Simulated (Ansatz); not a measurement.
## Which is lower?

The two ends of one reaction step of AlN2H5O, closed shell (PBE0-D4/def2-TZVP).

A:

Al1  (-0.056, 0.165, -0.203)
N2  (1.430, 0.800, 0.502)
N3  (-0.842, -1.276, 0.455)
H4  (-0.508, -1.804, 1.244)
O5  (-0.683, 1.006, -1.538)
H6  (1.921, 0.415, 1.290)
H7  (1.904, 1.617, 0.156)
H8  (-1.688, -1.688, 0.099)
H9  (-1.478, 0.765, -2.005)
(Å)

B:

Al1  (-0.536, -0.126, -0.407)
N2  (1.063, 0.350, 0.677)
N3  (-1.094, -1.358, 0.598)
H4  (0.885, -0.353, 1.399)
O5  (-0.411, 0.976, -1.704)
H6  (1.969, 0.185, 0.253)
H7  (1.076, 1.275, 1.092)
H8  (-1.903, -1.953, 0.509)
H9  (-1.048, 1.004, -2.417)
(Å)

Ansatz 0.2.0; basis: def2-TZVPP; cores frozen in the correlated methods. B3LYP uses VWN-RPA correlation.

(1) Which structure is lower at CCSD(T), and by how much? (Judge from chemistry; the value comes from the calculation.)

The T1 diagnostic stays at or below 0.016.

## Answers

(1) By the calculation: A, by 217.4 kJ/mol (electronic energy, against the other). By their contacts, A is AlN₂H₅O ([NH2][Al]([NH2])[OH]) and B is AlN₂H₅O ([NH][Al]([NH3])[OH]).

All methods give the same order:

```tsv
method	E(B) − E(A) (kJ/mol)
SPW92	197.1
PBE-D4	198.5
BLYP-D4	202.0
r2SCAN-D4	214.5
B97M-V	217.6
PBE0-D4	218.5
B3LYP-D4	218.7
r2SCAN0-D4	227.7
BHLYP-D4	239.1
CAM-B3LYP-D4	229.1
wB97X-V	229.4
wB97M-V	223.1
B2PLYP	216.3
PBE-QIDH	224.6
RPA on PBE	210.0
HF	262.6
MP2	214.2
CCSD	227.8
CCSD(T)	217.4
```

Labels in which every atom is bracketed show which atoms are joined, not bond orders.

For scale, one of the runs: CCSD(T)/def2-TZVPP, 205 basis functions, launched by `ansatz run in.yaml --threads 4 --pin off --events-out ev --progress --plain --max-ram 9574MiB`. The run took 17 s on 4 CPU threads of an AMD EPYC 9R45 (shared host), with 2.7 GiB of host memory at its peak.
